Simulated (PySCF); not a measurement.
Compound: C7H9F3.
Atom-mapped SMILES: `[CH2:1]=[C:2]1[CH2:3][C@@H:4]([F:5])[C@:6]([F:7])([CH2:8][F:9])[CH2:10]1`

Structure used (GFN2-xTB), in Å, numbered top down from 1:
```xyz
19
C7H9F3 angstrom
C      2.649   -0.036   -0.705
C      1.413    0.072   -0.254
C      1.010    0.684    1.062
C     -0.447    0.267    1.237
F     -1.163    1.141    2.014
C     -0.995    0.195   -0.200
F     -1.252    1.479   -0.656
C     -2.313   -0.568   -0.325
F     -2.133   -1.876    0.036
C      0.177   -0.390   -0.988
H      3.491    0.309   -0.131
H      2.864   -0.470   -1.665
H      1.052    1.775    0.997
H      1.642    0.365    1.889
H     -0.541   -0.721    1.706
H     -2.667   -0.554   -1.360
H     -3.067   -0.136    0.341
H      0.113   -1.480   -0.982
H      0.159   -0.046   -2.022
```

NICS is the negative of the GIAO shielding at a point without a nucleus: at the ring centre (0) and 1 Å above and below it (1); zz is the component along the ring normal. Level: GIAO PBE0/pcSseg-1 (PySCF, non-relativistic, gas phase) on the GFN2-xTB geometry, one conformer.

Ring bond lengths (Å), with Mayer bond orders in brackets: C2–C3 1.506 (1.00), C3–C4 1.526 (1.00), C4–C6 1.540 (0.92), C6–C10 1.529 (0.94), C10–C2 1.510 (0.98).

Q: Give the NICS values of each ring in ppm.

A: 
```csv
ring,type,NICS(0),"NICS(1), two faces","NICS(1)zz, two faces",rms pucker (Å),"centre to ring atoms, mean (Å)"
C2–C3–C4–C6–C10,5-membered carbocycle; formal bonds all single,-2.4,-1.6 / -4.6,1.0 / -3.1,0.17,1.28
```

Q: What can be read from them?

A: 
- C2–C3–C4–C6–C10: mean NICS(1)zz -1.0 ppm, near zero. C3, C4, C6, C10 have four or more neighbours, and the NICS criterion for π rings isn't applied. The two faces differ by 4.1 ppm, so no symmetry operation interchanges them.

Q: Give the inner angles of the rings and the Hirshfeld charges of the ring atoms.

A: 
- C2–C3–C4–C6–C10: C2 109.3° (+0.012 e), C3 104.2° (-0.082 e), C4 104.2° (+0.053 e), C6 103.1° (+0.087 e), C10 105.1° (-0.084 e); sum 525.8° against 540° for a flat convex ring.
